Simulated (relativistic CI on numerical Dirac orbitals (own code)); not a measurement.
## Electric-dipole lines of Er³⁰⁺

These numbers are calculated, not measured: Dirac-Coulomb-Breit CI, separate exchange-only KLI orbitals for each configuration, QED by a radiative potential, unscaled Slater integrals (own radial code, finite nucleus).

Configuration list (outside the closed core [Ar] 3d10): 4s²4p⁶4d², 4s²4p⁵4d³, 4s²4p⁶4d4f, 4s4p⁶4d³, 4s²4p⁵4d²4f, 4s4p⁶4d²4f, 4s²4p⁶4d5s, 4s²4p⁶4f5s, 4s²4p⁶4d5p, 4s²4p⁶4f², 4s²4p⁵4f³, 4s4p⁶4f³, 4s²4p⁶4f5p, 4s²4p⁵4f²5p, 4s4p⁶4f²5p. Double excitations out of closed p, d and f shells are left out; levels of such configurations are missing from the list, as are those of other unlisted configurations, and high levels can miss mixing partners.

```
λ vac (nm)              Lower                  Upper   A (s⁻¹)  log gf  S velocity/length
    5.4741  4s²4p⁶4d² ³F2 [1]   4s²4p⁵4d³ ³D°1 [121]  1.86e+12    0.40               0.75
    5.5671  4s²4p⁶4d² ³P2 [4]   4s²4p⁵4d³ ³S°1 [131]  2.14e+12    0.48               0.71
    5.6148  4s²4p⁶4d² ³P2 [4]   4s²4p⁵4d³ ³F°3 [127]  1.12e+12    0.57               0.71
    5.6254  4s²4p⁶4d² ¹G4 [5]   4s²4p⁵4d³ ³F°4 [128]  2.47e+12    1.02               0.72
    5.6349  4s²4p⁶4d² ¹G4 [5]   4s²4p⁵4d³ ³F°3 [127]  1.16e+12    0.59               0.77
    5.6535  4s²4p⁶4d² ³P0 [2]   4s²4p⁵4d³ ³D°1 [121]  1.39e+12    0.30               0.69
    5.6805  4s²4p⁶4d² ³P2 [8]   4s²4p⁵4d³ ¹D°2 [138]  1.94e+12    0.67               0.79
    5.6929  4s²4p⁶4d² ³P2 [8]   4s²4p⁵4d³ ³D°3 [137]  2.06e+12    0.85               0.77
    5.6939  4s²4p⁶4d² ³F4 [7]   4s²4p⁵4d³ ¹F°3 [135]  1.74e+12    0.77               0.81
    5.7075  4s²4p⁶4d² ³F4 [7]   4s²4p⁵4d³ ¹G°4 [134]  2.53e+12    1.05               0.71
    5.7127  4s²4p⁶4d² ³F4 [7]   4s²4p⁵4d³ ³G°5 [133]  2.16e+12    1.07               0.79
    5.7146  4s²4p⁶4d² ³P2 [8]   4s²4p⁵4d³ ¹P°1 [136]  2.51e+12    0.57               0.72
    5.7475  4s²4p⁶4d² ³F3 [3]   4s²4p⁵4d³ ³D°2 [119]  9.77e+11    0.38               0.78
    5.7975  4s²4p⁶4d² ¹G4 [5]   4s²4p⁵4d³ ³D°3 [123]  7.96e+11    0.45               0.84
    5.8467  4s²4p⁶4d² ³F2 [1]   4s²4p⁵4d³ ³F°2 [102]  2.06e+12    0.72               0.76
    5.9757  4s²4p⁶4d² ³F3 [3]   4s²4p⁵4d³ ³F°3 [111]  1.01e+12    0.58               0.76
    5.9858  4s²4p⁶4d² ³F3 [3]   4s²4p⁵4d³ ³G°4 [110]  1.27e+12    0.79               0.80
    6.0178  4s²4p⁶4d² ¹G4 [5]  4s²4p⁶4d4f ¹H°5 [116]  1.76e+12    1.02               0.83
    6.0475  4s²4p⁶4d² ³P2 [4]   4s²4p⁵4d³ ³D°2 [114]  1.00e+12    0.44               0.79
    6.1994  4s²4p⁶4d² ³F2 [1]   4s²4p⁶4d4f ³G°3 [96]  1.87e+12    0.88               0.82
```

Terms are leading LS components. Brackets give the number of a level in order of energy, since labels repeat. The list gives strong lines, with weight on those to low levels, among the lowest 200 of 1718 levels, so that lines to higher ones, which can be the strongest, are missing. Levels whose partners in the same complex of configurations lie outside the list can be far off, and so can their lines. Rates are taken at the computed energies, electric ones in the length gauge. A velocity-to-length ratio far from 1 marks an uncertain rate.

At this charge energies of transitions that change n are usually good to better than 1 %, and those within a shell (Δn = 0) to a few per cent. Terms inside the open d or f shell come out 10 to 20 % too wide with unscaled integrals.

LS names give the leading component of a level, which can be under half, so a name can repeat, a term be missing and a line seem to break the LS rules.
